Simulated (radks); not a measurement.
Spherical quantum dot in the effective-mass picture: electrons in a well V = -V0 / (1 + exp((r - R)/a)) with V0 = 6.36, R = 8.35, a = 0.48, with a point charge +1 (a donor) at the centre, all in effective atomic units (hartree* = m*/eps^2 hartree, bohr* = eps/m* bohr), one dielectric constant everywhere. Method: non-relativistic Kohn-Sham, LDA (Slater exchange, Perdew-Wang correlation), spin-polarised, spherical densities; computed with a radial shooting solver with Libxc functionals. Levels are named by radial order and angular momentum (1s, 1p, 1d, 2s, ...), and open shells are averaged over m. Each electron was tried in the lowest free levels, single moves between levels near the top were tried too, and the lowest total energy was kept; such a search can miss a lower state. At N = 1 the Hartree and exchange-correlation terms need not cancel, so that row can carry a self-interaction error.

N	open shells	2S	E (hartree*)	mu = E(N) - E(N-1) (hartree*)	addition energy mu(N+1) - mu(N) (hartree*)	e(HOMO) (hartree*)
1	1s(up 1, down 0)	1	-6.83842	-6.8384	0.4603	-6.6279
2	none	0	-13.2165	-6.3781	0.3739	-6.2560
3	1p(up 1, down 0)	1	-19.2207	-6.0042	0.1538	-5.9293
4	1p(up 2, down 0)	2	-25.0711	-5.8504	0.1594	-5.7709
5	1p(up 3, down 0)	3	-30.7621	-5.6910	0.1977	-5.6110
6	1p(up 3, down 1)	2	-36.2553	-5.4933	0.1508	-5.4186
7	1p(up 3, down 2)	1	-41.5979	-5.3425	0.1533	-5.2661
8	none	0	-46.7871	-5.1892	0.1826	-5.1123
9	2s(up 1, down 0)	1	-51.7937	-5.0066	0.2080	-4.9210
10	1d(up 1, down 0) 2s(up 1, down 0)	2	-56.5924	-4.7987	0.1494	-4.7240
11	1d(up 2, down 0) 2s(up 1, down 0)	3	-61.2416	-4.6492	0.1495	-4.5745
12	1d(up 3, down 0) 2s(up 1, down 0)	4	-65.7413	-4.4997	0.1493	-4.4251
13	1d(up 4, down 0) 2s(up 1, down 0)	5	-70.0918	-4.3505	0.1490	-4.2759
14	1d(up 5, down 0) 2s(up 1, down 0)	6	-74.2932	-4.2014	0.1818	-4.1270
15	1d(up 5, down 1) 2s(up 1, down 0)	5	-78.3129	-4.0197	0.1453	-3.9471
16	1d(up 5, down 2) 2s(up 1, down 0)	4	-82.1872	-3.8743	0.1455	-3.8016
17	1d(up 5, down 3) 2s(up 1, down 0)	3	-85.9161	-3.7288	0.1456	-3.6560
18	1d(up 5, down 4) 2s(up 1, down 0)	2	-89.4993	-3.5832	0.1455	-3.5105
19	2s(up 1, down 0)	1	-92.9370	-3.4377	0.2384	-3.3650
20	2s(up 1, down 0) 1f(up 1, down 0)	2	-96.1364	-3.1993	0.1433	-3.1277
21	2s(up 1, down 0) 1f(up 2, down 0)	3	-99.1924	-3.0560	0.1432	-2.9844
22	2s(up 1, down 0) 1f(up 3, down 0)	4	-102.105	-2.9128	0.1431	-2.8412
23	2s(up 1, down 0) 1f(up 4, down 0)	5	-104.875	-2.7697	0.1429	-2.6983
24	2s(up 1, down 0) 1f(up 5, down 0)	6	-107.502	-2.6269	0.1427	-2.5555
25	2s(up 1, down 0) 1f(up 6, down 0)	7	-109.986	-2.4842	0.1425	-2.4129
26	2s(up 1, down 0) 1f(up 7, down 0)	8	-112.328	-2.3417	0.1734	-2.2706
27	2s(up 1, down 0) 1f(up 7, down 1)	7	-114.496	-2.1683	0.1405	-2.0981
28	2s(up 1, down 0) 1f(up 7, down 2)	6	-116.524	-2.0278	0.1405	-1.9576
29	2s(up 1, down 0) 1f(up 7, down 3)	5	-118.411	-1.8873	-	-1.8171

All shells are closed at N = 2, 8 (there: 1s2 1p6); the second difference of the energy has clear peaks (12 % above both neighbours; the first and last values, which can be the largest, are not judged, and half-filled shells can peak too) at N = 5, 9, 14, 19, 26.
